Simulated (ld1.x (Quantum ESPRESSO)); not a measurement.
**Before and after: PAW potential for chlorine**

| Item | Value |
| --- | --- |
| Element | Cl |
| Generator | ld1.x (Quantum ESPRESSO) 7.5 |
| Type | PAW |
| Functional | PBE |
| Relativity | non-relativistic |
| Frozen core | [Ne] |
| Valence charge | 7 |
| Reference configuration | 3s2 3p5 |
| Partial waves | 3s (bound): rcut 0.95, rcutus 1.25 bohr; 3s channel at 0.5 Ry: rcut 0.95, rcutus 1.25 bohr; 3p (bound): rcut 1.30, rcutus 1.45 bohr; 3p channel at 4.1 Ry: rcut 1.30, rcutus 1.45 bohr; 3d channel at 0.3 Ry: rcut 0.90, rcutus 1.10 bohr; 3d channel at 2.3 Ry: rcut 0.90, rcutus 1.10 bohr |
| Local potential | all-electron potential smoothed inside 0.85 bohr (lloc = -2) |
| Core correction | a·sin(br)/r model core, default radius (ld1.x builds one for every PAW set, though the input has nlcc=.false.) |
| Augmentation charge | PSQ, inside the norm-conserving radii |

All-electron outer shells of the reference configuration (PBE, non-relativistic, ld1.x):

```json
{"shell": "2p", "level (eV)": "-191.57", "outermost node (bohr)": "–", "outermost maximum (bohr)": "0.30"}
{"shell": "3s", "level (eV)": "-20.53", "outermost node (bohr)": "0.56", "outermost maximum (bohr)": "1.29"}
{"shell": "3p", "level (eV)": "-8.61", "outermost node (bohr)": "0.53", "outermost maximum (bohr)": "1.43"}
```

Change: waves 3p (bound): rcut 1.30, rcutus 1.96 bohr; 3p channel at 4.1 Ry: rcut 1.30, rcutus 1.96 bohr.

Cutoffs: the cutoffs (Ry, on a coarse ladder) from which the occupation-weighted sum of valence levels, in a spherical-Bessel basis at the reference potential, stays within 10 and 1 mRy of its value at 400 Ry; they do not see the model core or the augmentation charge, which bear on the density cutoff. Errors are all-electron minus pseudo energies relative to the spin-unpolarised reference configuration.

Question: How do hardness, ghosts and transferability respond?

Answer: The potential gets softer (30 Ry and 45 Ry → 25 Ry and 45 Ry); of the 7 tests that both files solve, the error grows in 2 and shrinks in 3 by more than 15 % and 0.3 meV (median size 1.3 → 0.7 meV); neither file shows a bound ghost. A larger radius leaves more room for a smooth pseudo-wave, so fewer plane waves are needed.

| quantity | base | changed |
| --- | --- | --- |
| cutoff, loose | 30 Ry | 25 Ry |
| cutoff, tight | 45 Ry | 45 Ry |
| loose cutoff by channel (10 mRy a level) | s 21 Ry, p 18 Ry | s 21 Ry, p 15 Ry |
| bound ghosts | none | none |
| error for 3s2 3p4, meV [ΔE 13.89 eV] | +0.4 | -0.1 |
| error for 3s2 3p3, meV [ΔE 39.35 eV] | -1.3 | -0.7 |
| error for 3s2 3p2, meV [ΔE 77.66 eV] | -11 | -4.4 |
| error for 3s2 3p4.5, meV [ΔE 5.59 eV] | +0.2 | 0.0 |
| error for 3s2 3p5.3, meV [ΔE -2.14 eV] | -0.1 | 0.0 |
| error for 3s1 3p5, meV [ΔE 26.41 eV] | +1.8 | +3.6 |
| error for 3s1 3p6, meV [ΔE 11.97 eV] | +2.2 | +4.4 |
| lowest overlap eigenvalue by channel | s 0.46, p 0.70, d 0.96 | s 0.46, p 0.13, d 0.96 |
